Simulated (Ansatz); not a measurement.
Basis sets compared for Sn₂₁AsH₃₂⁻. Total charge -1; singlet. Geometry r2SCAN-D4/def2-SVP. Ansatz on 11 threads of AMD EPYC 7R13 on a shared host and a whole NVIDIA H100 80GB HBM3; times are rough, and most runs start from earlier orbitals.

```xyz
54

Sn    2.2621   -2.2214    4.4187
Sn    4.9187    1.4674   -1.2425
Sn    1.8022   -0.7389   -4.1907
Sn   -1.1549   -4.0670    2.2355
Sn   -1.3036   -3.2403   -2.0566
As    1.5320   -1.2123    0.1792
Sn    0.0812    1.3441    2.5493
Sn    0.4766    2.5273   -0.9608
Sn   -2.1230    0.2956    1.1314
Sn   -2.2473    0.8064   -3.7508
Sn   -3.6537    4.4484   -0.6531
Sn    4.1260   -0.7569    0.2801
Sn    1.5111   -3.2113    1.9030
Sn    0.5843   -0.0438    4.9577
Sn    1.4138   -2.5612   -2.0804
Sn    3.1039    3.6231   -1.1662
Sn    0.4200    1.6689   -3.6851
Sn   -1.8872   -5.2419   -0.1924
Sn   -2.9441   -1.9316    2.6756
Sn   -2.5577   -0.7901   -1.4503
Sn   -1.0021    4.9251   -1.5057
Sn   -3.9813    2.4200    1.2767
H     2.0450   -3.4798    5.5848
H     3.9212   -1.7700    4.5164
H     6.5090    1.8178   -0.6471
H     5.1833    0.8528   -2.8340
H     1.2479   -1.5616   -5.6111
H     3.4987   -0.5287   -4.4318
H    -1.2011   -5.2265    3.5244
H    -1.8363   -3.7005   -3.6406
H     1.6511    1.4463    1.8599
H    -0.3809    2.9620    2.9616
H    -2.8032   -0.1935   -5.0501
H    -3.3802    2.1056   -3.6447
H    -4.7035    3.9783   -1.9431
H    -4.4343    5.8304    0.0467
H     4.9878   -2.2069   -0.1119
H     4.4336   -0.4731    1.9578
H     2.5015   -4.5411    1.3968
H     1.3571    0.9813    6.1159
H    -0.8265   -0.6450    5.7446
H     2.4843   -3.9231   -2.0810
H     3.6206    4.6090   -2.5000
H     3.6419    4.5080    0.2276
H     0.6884    2.6361   -5.1056
H    -0.9878   -6.6815   -0.5164
H    -3.5522   -5.6992   -0.2409
H    -4.4878   -2.5250    2.1683
H    -3.0906   -1.6625    4.3753
H    -4.2428   -1.1695   -1.2283
H    -0.5538    6.2853   -0.5216
H    -1.2079    5.6147   -3.0877
H    -3.8807    3.0893    2.8689
H    -5.5786    1.7611    1.1744
```

In the def2 sets Sn takes a core potential; there is no spin–orbit coupling. Single mean-field runs in def2-SVP, def2-TZVP are fitted with def2-universal-jkfit.

```json
{"level": "PBE-D4/def2-SVP", "functions": "738", "energy (Eh)": "-6755.2132", "HOMO (eV)": "-2.61", "LUMO (eV)": "-0.60", "wall time": "5.5 s"}
{"level": "PBE0-D4/def2-SVP", "functions": "738", "energy (Eh)": "-6755.5371", "HOMO (eV)": "-3.30", "LUMO (eV)": "0.06", "wall time": "7.5 s"}
```

(1) Estimate the rows for PBE-D4/def2-TZVP (with forces), PBE0-D4/def2-TZVP.

Results:

(1) 
| level | functions | energy (Eh) | HOMO (eV) | LUMO (eV) | wall time |
| --- | --- | --- | --- | --- | --- |
| PBE-D4/def2-TZVP (with forces) | 1290 | -6755.6620 | -2.77 | -0.75 | 11 s |
| PBE0-D4/def2-TZVP | 1290 | -6755.9633 | -3.42 | -0.05 | 13 s |
